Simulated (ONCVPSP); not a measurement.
Reading a pseudo-wave (iridium)

Columns: radius, all-electron u(r) and pseudo u(r) of the 5p shell (level -54.77 eV) of iridium in the configuration [Kr] 4d10 4f14 5s2 5p6 5d7 6s2; PW91, scalar-relativistic, ONCV scheme, ONCVPSP 4.0.1.

```csv
r (bohr),all-electron,pseudo
0.110,0.3101,0.0077
0.220,-0.0177,0.0420
0.330,-0.5657,0.1269
0.440,-0.4167,0.2784
0.550,0.0633,0.4867
0.660,0.5340,0.7146
0.770,0.8654,0.9140
0.880,1.0444,1.0463
0.990,1.1016,1.0965
1.100,1.0753,1.0732
1.210,0.9990,0.9987
1.320,0.8972,0.8972
1.430,0.7868,0.7867
1.540,0.6781,0.6779
1.650,0.5767,0.5766
1.760,0.4856,0.4856
1.870,0.4058,0.4057
1.980,0.3370,0.3370
2.090,0.2786,0.2785
2.200,0.2294,0.2293
2.310,0.1882,0.1882
2.420,0.1541,0.1540
2.530,0.1258,0.1258
2.640,0.1025,0.1025
2.750,0.0834,0.0834
2.860,0.0678,0.0678
```

Question: How many radial nodes do the two functions have?

Answer: The all-electron 5p function has n − l − 1 = 3 (the table is too coarse to show those close to the nucleus); the pseudo-wave has 0, since the states of the same l below it are removed with the core.

Question: At about which radius was the pseudo-wave matched?

Answer: 1.55 bohr. The columns agree to 0.0005 from 1.21 bohr on; several derivatives are matched, so the curves merge somewhat inside the radius.

Question: Where does each function peak?

Answer: Outermost all-electron maximum near 0.99 bohr, pseudo maximum near 0.99 bohr (to the table’s step).

Question: Is the pseudo-wave norm-conserving?

Answer: Yes: the ONCV scheme keeps the norm inside the radius equal to the all-electron one, which fixes the energy derivative of the logarithmic derivative at the level.
